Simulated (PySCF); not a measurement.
C7H9F (charge +1 and doublet state).
Z-matrix (Å and degrees, GFN2-xTB geometry), rows numbered from 1:
```
C 
C   1  1.3486
C   2  1.4996  1  133.47
C   3  1.5463  2   87.21  1  -165.94
F   4  1.3499  3  118.32  2  -129.41
C   2  1.4468  1  134.01  3  -174.36
C   6  1.3618  2  137.43  1   -22.47
C   7  1.4552  6  126.55  2    -7.74
H   1  1.0780  2  122.56  3   171.04
H   1  1.0794  2  120.42  3    -9.84
H   3  1.0910  2  113.34  1    82.03
H   3  1.0880  2  117.38  1   -46.15
H   4  1.0995  3  112.85  2   104.05
H   7  1.0864  6  116.76  2   174.40
H   8  1.0966  7  109.43  6  -122.60
H   8  1.0858  7  113.60  6    -0.10
H   8  1.0955  7  109.41  6   124.85
```

The hyperfine couplings belong to this conformer and change with its torsions.

As a line formula: `[CH2+][C]1C[C@@H](F)/C1=C/C` [radical] (charge +1).

Computed, not measured: UKS B3LYP, pcH-1 on C F H, non-relativistic, mean-field spin-orbit, GIAO (PySCF). Isolated species at its GFN2-xTB geometry (one conformer only). A GFN2-xTB geometry isn't a minimum of the functional, and hyperfine couplings can be far from their values at a DFT geometry, by a factor of two or more for some ions and for spin on atoms past the first row. The frame is twisted about the C6–C7 bond at this geometry (dihedral C2–C6–C7–C8 = -8°); couplings at other torsion angles weren't computed. No stability test was run, so a lower SCF solution isn't excluded.

Principal values of hyperfine tensors in MHz (contact and dipolar terms together), for some of the nuclei:

```
atom  isotope      A1      A2      A3
 H15       1H   72.74   73.66   83.07
 H17       1H   72.16   74.44   81.42
 H13       1H   54.25   56.27   59.70
  C1      13C   -3.64   -3.21  112.92
  H9       1H  -46.96  -33.58  -11.14
 H10       1H  -48.68  -32.84   -9.37
  C7      13C   -8.56   -7.17   79.93
 H14       1H  -30.67  -20.44    0.25
```

Give the isotropic coupling of each nucleus in MHz and in mT (g = 2.0027), and the anisotropic part.

a_iso = (A1 + A2 + A3)/3, Ti = Ai − a_iso; 1 mT corresponds to 28.030 MHz.

```csv
atom,a_iso (MHz),a_iso (mT),T1,T2,T3
H15,76.49,2.729,-3.75,-2.83,6.58
H17,76.01,2.712,-3.85,-1.57,5.41
H13,56.74,2.024,-2.49,-0.47,2.96
C1,35.36,1.261,-39.00,-38.57,77.56
H9,-30.56,-1.090,-16.40,-3.02,19.42
H10,-30.29,-1.081,-18.38,-2.54,20.93
C7,21.40,0.763,-29.96,-28.57,58.53
H14,-16.96,-0.605,-13.72,-3.48,17.20
```

What spin density at the nucleus of H9 lies behind its contact coupling (g_N = 5.58569)?

a_FC = 800.24 MHz bohr³ × g_N × ρ(0)/(2S). With a_FC = -30.56 MHz and 2S = 1, ρ(0) = -0.006837 bohr⁻³. In magnitude that is 2.1 % of the 1/π = 0.318 of a free hydrogen atom.

F5 (19F, g_N = 5.25774) isn't in the table. Its spin density at the nucleus is 0.004147 bohr⁻³. What is its contact coupling?

By the same relation, a_FC = 17.45 MHz. Its full tensor has the principal values 4.49, 13.17, 34.68 MHz.

Name the largest traceless tensor T of the table and describe it.

C1: -39.0, -38.6, 77.6 MHz, axial, in the ratio −1:−1:+2, the form that spin in one p orbital centred on that nucleus gives.

What first-order splitting does H15 cause when the field lies along A1, A2 or A3 of its tensor (g taken as isotropic, no quadrupole term)?

2 lines (I = 1/2), spaced by |A_i|/(g × 13.996): 2.59, 2.63, 2.96 mT along the axes of A1, A2 and A3.

The SMILES draws the unpaired electron on C2; the largest computed Mulliken spin population is on C1 (0.49 against -0.01).
